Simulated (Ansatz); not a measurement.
Species: C₄H₈OSi (charge 0, singlet). 
Geometry from a B3LYP-D3(BJ)/def2-TZVP (Ansatz, a first-principles code) optimisation:
SMILES: C=C(C)C(=O)[SiH3]
```xyz
14

C     -2.1211     0.9251     0.3347
C     -1.1296     0.0477     0.1814
C     -1.3214    -1.4405     0.2425
C      0.2593     0.5711    -0.0635
O      0.4929     1.7625    -0.1450
Si     1.7624    -0.6414    -0.2607
H     -1.9205     1.9871     0.2806
H     -3.1400     0.6067     0.5153
H     -0.7215    -1.8879     1.0393
H     -2.3648    -1.6923     0.4272
H     -1.0200    -1.9200    -0.6925
H      1.9202    -1.4692     0.9597
H      1.5434    -1.5519    -1.4106
H      2.9636     0.1859    -0.4805
```
Charge 0, spin multiplicity 1.

Dipole moments at this geometry, in debye (magnitudes).

```
level                    program  dipole (D)
-----------------------  -------  ----------
B3LYP/def2-TZVPD          Ansatz        2.75
BHLYP/def2-TZVPD          Ansatz        2.86
r2SCANh/def2-TZVPD        Ansatz        2.74
HSE06/def2-TZVPD          Ansatz        2.73
LC-wPBE/def2-TZVPD        Ansatz  (withheld)
CCSD(T)/aug-cc-pV(D+d)Z   Ansatz  (withheld)
```

Fill in the missing entries.


- LC-wPBE/def2-TZVPD, dipole (D): 2.75
- CCSD(T)/aug-cc-pV(D+d)Z, dipole (D): 2.55
